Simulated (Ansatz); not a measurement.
Geometry optimisation, Ansatz 0.2.0, RKS PBE-D4/def2-SVP.

The input (input.yaml):

```yaml
crystal:
  periodic: [false, false, false]
  atoms:
    - { symbol: C, position_ang: [0.3238, 1.063, -0.1643] }
    - { symbol: C, position_ang: [-0.3404, -0.213, 0.1494] }
    - { symbol: "N", position_ang: [-0.8099, -1.45109, -0.22825] }
    - { symbol: B, position_ang: [-0.97349, -0.96922, 1.20856] }
    - { symbol: H, position_ang: [0.0614, 1.357, -1.2513] }
    - { symbol: H, position_ang: [-0.1514, 1.904, 0.486] }
    - { symbol: H, position_ang: [1.4002, 1.058, -0.0214] }
    - { symbol: H, position_ang: [-1.31268, -1.19831, 2.29266] }
basis:
  gaussian: { orbitals: def2-SVP }
hamiltonian:
  xc: pbe
  dispersion: d4
relax:
  f_tol: 0.015
  max_steps: 40
```

Launched with:

```bash
$ ansatz run input.yaml --threads 1 --pin off --max-ram 2048MiB --backend cpu --events-out ev --progress --plain --runs-dir out
```

Q: Where does it end, and by what steps?

A: The forces met the threshold. After 9 steps the energy has fallen by 0.644 eV; H8 moved furthest, 0.45 Å.

```json
{"step": "0", "energy less start (eV)": "0.0000", "largest force component (eV/Å)": "2.685", "accepted": "yes"}
{"step": "1", "energy less start (eV)": "-0.4363", "largest force component (eV/Å)": "1.289", "accepted": "yes"}
{"step": "2", "energy less start (eV)": "-0.6142", "largest force component (eV/Å)": "0.521", "accepted": "yes"}
{"step": "3", "energy less start (eV)": "-0.6355", "largest force component (eV/Å)": "0.193", "accepted": "yes"}
{"step": "4", "energy less start (eV)": "-0.6406", "largest force component (eV/Å)": "0.112", "accepted": "yes"}
{"step": "5", "energy less start (eV)": "-0.6430", "largest force component (eV/Å)": "0.061", "accepted": "yes"}
{"step": "6", "energy less start (eV)": "-0.6436", "largest force component (eV/Å)": "0.025", "accepted": "yes"}
{"step": "7", "energy less start (eV)": "-0.6437", "largest force component (eV/Å)": "0.123", "accepted": "yes"}
{"step": "8", "energy less start (eV)": "-0.6439", "largest force component (eV/Å)": "0.023", "accepted": "yes"}
{"step": "9", "energy less start (eV)": "-0.6439", "largest force component (eV/Å)": "0.011", "accepted": "yes"}
```

```xyz
8
Properties=species:S:1:pos:R:3
C 0.312 1.111 -0.221
C -0.377 -0.055 0.373
N -1.034 -1.072 -0.167
B -0.946 -1.055 1.273
H 0.235 1.114 -1.327
H -0.114 2.049 0.190
H 1.381 1.104 0.080
H -1.260 -1.644 2.272
```

Whether the end is a true minimum wasn't checked by a vibrational analysis.

Run time: 32 s on 1 thread of Arm Neoverse N1, on a shared host, peak memory 0.13 GiB.
